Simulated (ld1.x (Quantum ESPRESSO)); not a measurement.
**La (Z = 57): one change to a TM potential, before and after**

- Element: lanthanum (La)
- Generator: ld1.x (Quantum ESPRESSO) 7.5
- Type: norm-conserving Troullier–Martins (Kleinman–Bylander form)
- Functional: LDA (PZ)
- Relativity: scalar-relativistic
- Frozen core: [Kr] 4d10 5s2
- Valence charge: 9
- Reference configuration: 4f0 5p6 5d1.5 6s1.5 6p0
- Partial waves: 5p (bound): rc 2.30 bohr; 5d (bound): rc 3.95 bohr; 4f (bound, empty): rc 2.00 bohr; 6s (bound): rc 3.35 bohr
- Local potential: the s channel
- Core correction: Bessel-smoothed model core, default radius (core density twice the valence density)

Change: reference 4f0 5p6 5d1 6s1.75 6p0.25 (6p counted twice).

Cutoffs: the cutoffs (Ry, on a coarse ladder) from which the occupation-weighted sum of valence levels, in a spherical-Bessel basis at the reference potential, stays within 10 and 1 mRy of its value at 400 Ry; they do not see the model core or the augmentation charge, which bear on the density cutoff. Errors are all-electron minus pseudo energies relative to the spin-unpolarised reference configuration.

**Question.** What does the change do?

**Answer.** The potential gets neither clearly harder nor softer (21 Ry and 40 Ry → 21 Ry and 40 Ry); the miss of the reference levels goes from 0.00 to 0.33 eV; the number of tests with a reliable result goes from 8 to 9; neither file shows a bound ghost. In the changed file ld1.x takes every shell without a wave as core, so the model core holds the 6p electrons as well and exchange and correlation see them twice. This cancels in the reference configuration, but the file is broken for other ones, and its errors say nothing about a proper core correction.

```tsv
quantity	base	changed
cutoff, loose	21 Ry	21 Ry
cutoff, tight	40 Ry	40 Ry
bound ghosts	none	none
largest miss of a reference level, eV	0.00	0.33
tests with a reliable result	8 of 9	9 of 9
s: phases at 4.32 bohr within 0.05 rad from the reference energy up to (Ry; the scan ends near 5)	n/a	0.8
p: phases at 4.32 bohr within 0.05 rad from the reference energy up to (Ry; the scan ends near 5)	-0.4	-0.5
d: phases at 4.32 bohr within 0.05 rad from the reference energy up to (Ry; the scan ends near 5)	0.5	0.5
f: phases at 4.32 bohr within 0.05 rad from the reference energy up to (Ry; the scan ends near 5)	0.2	0.1
```

Base: The cutoffs count occupied waves only; the empty 4f level needs 90 Ry at the loose tolerance. Changed file: The cutoffs count occupied waves only; the empty 4f level needs 90 Ry at the loose tolerance.
